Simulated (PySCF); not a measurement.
EPR parameters of [C6H11NSi]+

C₆H₁₁NSi (charge +1 and doublet state).
Cartesian coordinates in Å at the GFN2-xTB level; atoms count from 1:
```xyz
19
C6H11NSi angstrom
C     -3.8299    0.7048    0.6375
N     -3.3689   -0.4311    0.6336
Si    -2.3005   -1.7159    0.1213
C     -0.7755   -0.7754   -0.3372
C      0.2307   -0.1849   -0.6681
C      1.4572    0.4436   -1.0668
C      2.1872    1.0218    0.1568
C      2.8372   -0.0469    1.0144
H     -3.4522    1.5277    0.0238
H     -4.6749    0.9576    1.2820
H     -2.9961   -2.3176   -1.0040
H     -2.0918   -2.4726    1.3492
H      1.2187    1.2289   -1.7910
H      2.0992   -0.2879   -1.5659
H      1.4951    1.6186    0.7540
H      2.9650    1.6912   -0.2248
H      2.0843   -0.7320    1.4048
H      3.3470    0.4037    1.8625
H      3.5586   -0.6245    0.4407
```

The hyperfine couplings belong to this conformer and change with its torsions.

The species is `C=N[SiH2][C+]=[C]CCC` [radical] (charge +1).

Theory: UKS B3LYP, pcH-1 on C H N Si, non-relativistic, mean-field spin-orbit, GIAO in PySCF 2.14.0. Geometry: GFN2-xTB, one conformer, isolated ion. A GFN2-xTB geometry isn't a minimum of the functional, and hyperfine couplings can be far from their values at a DFT geometry, by a factor of two or more for some ions and for spin on atoms past the first row. Stability of the SCF solution: not tested.

```json
{
 "g1, g2, g3": "2.00169, 2.00337, 2.00465",
 "g_iso": "2.00324",
 "Form of g": "rhombic: the two nearest values differ by 43 % of g3 − g1",
 "⟨S²⟩": "0.7588 (exact 0.7500)",
 "α and β electrons": "34, 33",
 "HOMO–LUMO gap, α and β orbitals": "4.84, 1.75 eV",
 "Total energy": "-579.17954 Eh"
}
```

Isotropic coupling and dipolar principal values T1 to T3, in 10⁻⁴ cm⁻¹; ρ(0) is the spin density at the nucleus (1 × 10⁻⁴ cm⁻¹ = 2.998 MHz):

```json
{"atom": "C1", "isotope": "13C", "a_iso": "-18.3", "of which spin–orbit": "0.0", "T1": "-5.2", "T2": "1.6", "T3": "3.6", "Mulliken spin population": "-0.11", "ρ(0) (bohr⁻³)": "-0.0489"}
{"atom": "N2", "isotope": "14N", "a_iso": "10.0", "of which spin–orbit": "0.0", "T1": "-12.2", "T2": "-9.7", "T3": "21.9", "Mulliken spin population": "0.72", "ρ(0) (bohr⁻³)": "0.0932"}
{"atom": "Si3", "isotope": "29Si", "a_iso": "5.6", "of which spin–orbit": "0.0", "T1": "-1.0", "T2": "0.0", "T3": "1.0", "Mulliken spin population": "-0.03", "ρ(0) (bohr⁻³)": "-0.0189"}
{"atom": "C4", "isotope": "13C", "a_iso": "16.8", "of which spin–orbit": "0.0", "T1": "-4.3", "T2": "-4.0", "T3": "8.3", "Mulliken spin population": "0.10", "ρ(0) (bohr⁻³)": "0.0448"}
{"atom": "C5", "isotope": "13C", "a_iso": "2.7", "of which spin–orbit": "0.0", "T1": "-4.2", "T2": "-3.1", "T3": "7.3", "Mulliken spin population": "0.11", "ρ(0) (bohr⁻³)": "0.0073"}
{"atom": "C6", "isotope": "13C", "a_iso": "-1.5", "of which spin–orbit": "0.0", "T1": "-0.6", "T2": "-0.3", "T3": "0.9", "Mulliken spin population": "0.00", "ρ(0) (bohr⁻³)": "-0.0040"}
{"atom": "C7", "isotope": "13C", "a_iso": "0.4", "of which spin–orbit": "0.0", "T1": "-0.3", "T2": "-0.2", "T3": "0.5", "Mulliken spin population": "0.00", "ρ(0) (bohr⁻³)": "0.0011"}
{"atom": "C8", "isotope": "13C", "a_iso": "0.0", "of which spin–orbit": "0.0", "T1": "-0.1", "T2": "0.0", "T3": "0.1", "Mulliken spin population": "0.00", "ρ(0) (bohr⁻³)": "0.0000"}
{"atom": "H9", "isotope": "1H", "a_iso": "73.2", "of which spin–orbit": "0.0", "T1": "-1.8", "T2": "-0.8", "T3": "2.6", "Mulliken spin population": "0.09", "ρ(0) (bohr⁻³)": "0.0491"}
{"atom": "H10", "isotope": "1H", "a_iso": "70.3", "of which spin–orbit": "0.0", "T1": "-2.1", "T2": "-1.2", "T3": "3.3", "Mulliken spin population": "0.08", "ρ(0) (bohr⁻³)": "0.0472"}
{"atom": "H11", "isotope": "1H", "a_iso": "3.6", "of which spin–orbit": "0.0", "T1": "-1.1", "T2": "-0.7", "T3": "1.9", "Mulliken spin population": "0.01", "ρ(0) (bohr⁻³)": "0.0024"}
{"atom": "H12", "isotope": "1H", "a_iso": "10.4", "of which spin–orbit": "0.0", "T1": "-1.2", "T2": "-0.6", "T3": "1.8", "Mulliken spin population": "0.02", "ρ(0) (bohr⁻³)": "0.0070"}
{"atom": "H13", "isotope": "1H", "a_iso": "5.9", "of which spin–orbit": "0.0", "T1": "-0.6", "T2": "-0.1", "T3": "0.7", "Mulliken spin population": "0.01", "ρ(0) (bohr⁻³)": "0.0040"}
{"atom": "H14", "isotope": "1H", "a_iso": "11.0", "of which spin–orbit": "0.0", "T1": "-0.6", "T2": "-0.4", "T3": "1.0", "Mulliken spin population": "0.01", "ρ(0) (bohr⁻³)": "0.0074"}
{"atom": "H15", "isotope": "1H", "a_iso": "-0.1", "of which spin–orbit": "0.0", "T1": "-0.4", "T2": "-0.1", "T3": "0.5", "Mulliken spin population": "0.00", "ρ(0) (bohr⁻³)": "-0.0001"}
{"atom": "H16", "isotope": "1H", "a_iso": "2.4", "of which spin–orbit": "0.0", "T1": "-0.2", "T2": "-0.2", "T3": "0.4", "Mulliken spin population": "0.00", "ρ(0) (bohr⁻³)": "0.0016"}
{"atom": "H17", "isotope": "1H", "a_iso": "1.1", "of which spin–orbit": "0.0", "T1": "-0.3", "T2": "-0.2", "T3": "0.5", "Mulliken spin population": "0.00", "ρ(0) (bohr⁻³)": "0.0007"}
{"atom": "H18", "isotope": "1H", "a_iso": "0.2", "of which spin–orbit": "0.0", "T1": "-0.2", "T2": "-0.1", "T3": "0.2", "Mulliken spin population": "0.00", "ρ(0) (bohr⁻³)": "0.0001"}
{"atom": "H19", "isotope": "1H", "a_iso": "0.0", "of which spin–orbit": "0.0", "T1": "-0.2", "T2": "-0.1", "T3": "0.3", "Mulliken spin population": "0.00", "ρ(0) (bohr⁻³)": "0.0000"}
```

The largest Mulliken spin populations are on N2 (+0.72), C1 (-0.11), C5 (+0.11) and C4 (+0.10). No atom but N2 exceeds +0.15. The positive populations add up to 1.15 and the negative ones to -0.15, together 2S = 1.

The SMILES `C=N[SiH2][C+]=[C]CCC` draws the unpaired electron on C5, whose computed spin population is only +0.11.

Axes: g1 points within 6° of the C1–N2 bond.

Under fast tumbling the dipolar parts average out, and these isotropic splittings remain (the largest six): 1 × 1H (H9, I = 1/2, 2 lines) with 7.83 mT, 1 × 1H (H10, I = 1/2, 2 lines) with 7.52 mT, 1 × 14N (N2, I = 1, 3 lines) with 1.07 mT, 2 × 1H (H13/H14, I = 1/2, 3 lines) with 0.90 mT, 2 × 1H (H11/H12, I = 1/2, 3 lines) with 0.75 mT and 2 × 1H (H15/H16, I = 1/2, 3 lines) with 0.12 mT.

Means are taken over nuclei equivalent by connectivity, which assumes that they swap fast. The 1H value of +21.1 MHz is a mean of couplings from 10.9 to 31.2 MHz in this one geometry, not an average over conformers. The 1H value of +25.3 MHz is a mean of couplings from 17.7 to 32.9 MHz in this one geometry, not an average over conformers.

The 13C coupling of C1 (-55.0 MHz) shows only in satellite lines or after enrichment, since that isotope makes up about 1.07 % of natural carbon.

The 29Si coupling of Si3 (16.8 MHz) shows only in satellite lines or after enrichment, since that isotope makes up about 4.7 % of natural silicon.
